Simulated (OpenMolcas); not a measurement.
**Mn5+: the spin-orbit constant, Racah parameters, worked from levels**

```json
{
  "Program": "OpenMolcas",
  "Basis": "ANO-RCC-VTZP [6s5p3d2f1g]",
  "Scalar Hamiltonian": "DKH2, point nucleus",
  "Active space": "8 electrons in 8 orbitals (RAS1 3p, at most 2 holes; RAS2 3d)",
  "State averaging": "2S+1 = 3 even, 10 roots; 2S+1 = 1 even, 15 roots",
  "Spin-orbit coupling": "state interaction with AMFI integrals over the reference wave functions, term energies averaged over their components"
}
```

Methods: RASSCF; SS-RASPT2, IPEA 0.25 Eh, imaginary shift 0.1 Eh (closed shells correlated: 3s). Measured levels: Corliss and Sugar, J. Phys. Chem. Ref. Data 6, 1253 (1977).

**The spin-orbit constant.** For the Hund term 3F of d2, E(J) = (A/2) J(J+1) + constant and ζ = 2S·A = 2A. From J = 2 to J = 4 the energy changes by 7 A.

| Source | E(4) - E(2) | A | ζ |
| --- | --- | --- | --- |
| RASSCF | 1770.5 | 252.9 | 506 |
| SS-RASPT2 | 1772.3 | 253.2 | 506 |
| measured | 1669.0 | 238.4 | 477 |

All in cm-1. SS-RASPT2 is off by +6.2 % and RASSCF by +6.1 %. Both methods take the spin-orbit matrix elements from the reference wave functions, so the second can move ζ only through the term energies and any multistate remixing. Second-order mixing with other terms is absorbed into this ζ.

**Racah parameters.** Above 3F, d2 has 3P at 15B, 1G at 12B + 2C and 1D at 5B + 2C. The first two fix B and C, and the third tests them; where it misses by thousands of cm-1, two parameters do not describe the configuration (Trees and configuration-interaction terms are left out) and B and C hang on the terms chosen. Term energies are centres of gravity, weighted by 2J + 1.

```
   Source     3P     1G     B     C   C/B  1D from B, C  1D found
   RASSCF  20234  28486  1349  6149  4.56         19043     16190
SS-RASPT2  18289  25120  1219  5244  4.30         16583     14759
 measured  17380  24547  1159  5322  4.59         16439     14372
```

Energies in cm-1. From RASSCF to SS-RASPT2, B changes by -9.6 % and C by -14.7 %. Against the measured terms, SS-RASPT2 has B off by +5.2 % and C by -1.5 %.

CASPT2 breaks the degeneracy within a term, and the mean is taken; among the terms shown or strongly mixed into the levels shown the widest spread is 280 cm-1 (3d2 3F, SS-RASPT2). Active for correlation alone: 3p; no level in the range computed is led by a configuration that opens it, so any true level of that kind is missing. Without dynamic correlation excited terms often stand tens of per cent too high (terms of higher spin than the ground term too low), and those without a measured partner can miss by more than the paired ones (holds for RASSCF). Computed and measured levels are paired by configuration, term and J; levels that our copy of the source lacks, or whose pairing is in doubt (as where it misses far off the trend of its configuration), stay unpaired and out of the deviations. Only configurations of the active space appear.
